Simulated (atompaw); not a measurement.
Reading a pseudo-wave (Co (Z = 27))

Columns: radius, all-electron u(r) and pseudo u(r) of the 3d shell (level -8.23 eV) of cobalt in the configuration [Ar] 3d7 4s2 4p0; PBEsol, scalar-relativistic, PAW (atompaw) scheme, atompaw 4.2.0.5.

| r (bohr) | all-electron | pseudo |
| --- | --- | --- |
| 0.094 | 0.0707 | 0.0023 |
| 0.188 | 0.2883 | 0.0162 |
| 0.283 | 0.5353 | 0.0449 |
| 0.377 | 0.7318 | 0.0858 |
| 0.471 | 0.8617 | 0.1435 |
| 0.565 | 0.9305 | 0.2282 |
| 0.660 | 0.9518 | 0.3393 |
| 0.754 | 0.9402 | 0.4494 |
| 0.848 | 0.9081 | 0.5354 |
| 0.942 | 0.8641 | 0.6112 |
| 1.037 | 0.8135 | 0.7014 |
| 1.131 | 0.7610 | 0.7486 |
| 1.225 | 0.7088 | 0.7088 |
| 1.319 | 0.6580 | 0.6580 |
| 1.413 | 0.6095 | 0.6095 |
| 1.508 | 0.5634 | 0.5634 |
| 1.602 | 0.5209 | 0.5209 |
| 1.696 | 0.4813 | 0.4813 |
| 1.790 | 0.4447 | 0.4447 |
| 1.885 | 0.4105 | 0.4105 |
| 1.979 | 0.3793 | 0.3793 |
| 2.073 | 0.3506 | 0.3506 |
| 2.167 | 0.3242 | 0.3242 |
| 2.262 | 0.2995 | 0.2995 |
| 2.356 | 0.2770 | 0.2770 |
| 2.450 | 0.2563 | 0.2563 |

(1) How many radial nodes do the two functions have?

(2) At about which radius was the pseudo-wave matched?

(3) Is the pseudo-wave norm-conserving?

Answers

(1) The all-electron 3d function has n − l − 1 = 0; the pseudo-wave has 0.

(2) 1.20 bohr, where the columns begin to agree (steps of 0.09 bohr).

(3) No, it belongs to a PAW set: the norm inside the radius is not constrained, and the difference is carried by the augmentation charge.
